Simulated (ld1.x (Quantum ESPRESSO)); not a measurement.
# Configuration tests for caesium (Cs) (TM semilocal)

```
Element                 : caesium (Cs)
Generator               : ld1.x (Quantum ESPRESSO) 7.5
Type                    : norm-conserving Troullier–Martins (semilocal form)
Functional              : PBE
Relativity              : scalar-relativistic
Frozen core             : [Xe]
Valence charge          : 1
Reference configuration : 5d0 6s1 6p0
Partial waves           : 6p (bound, empty): rc 2.00 bohr; 5d (bound, empty): rc 4.20 bohr; 6s (bound): rc 3.60 bohr
Local potential         : the s channel
Core correction         : Bessel-smoothed model core inside 1.30 bohr
```

Energies are relative to the spin-unpolarised reference configuration 5d0 6s1 6p0; without spin polarisation the order of configurations can differ from experiment.

```tsv
valence configuration	charge	ΔE all-electron (eV)	error AE − PS (meV)
5d0 6s0.5 6p0	+0.5	1.471	-2.1
5d0 6s0 6p1	0	1.371	-7.2
5d1 6s0 6p0	0	1.672	-4.9
```

Task: What are ΔE and the potential's error for 5d0.5 6s0.5 6p0?

Result: ΔE = 0.843 eV all-electron; the error (AE − PS) is -1.5 meV.

Levels in the configuration 5d0.5 6s0.5 6p0:

```tsv
level	all-electron (eV)	pseudo (eV)
5d	-0.468	-0.472
6s	-2.141	-2.149
```

Note: ghost state, extra bound levels that the all-electron valence spectrum of the same l lacks: p at -13.6 eV; the semilocal form is local in each channel, so this says nothing of the separable form that plane-wave codes build from it. A true bound ghost makes a file unfit for plane-wave use. The 6p radius (2.00 bohr) lies inside the outermost node of the all-electron wave (2.61 bohr), which a nodeless pseudo-wave cannot match soundly.
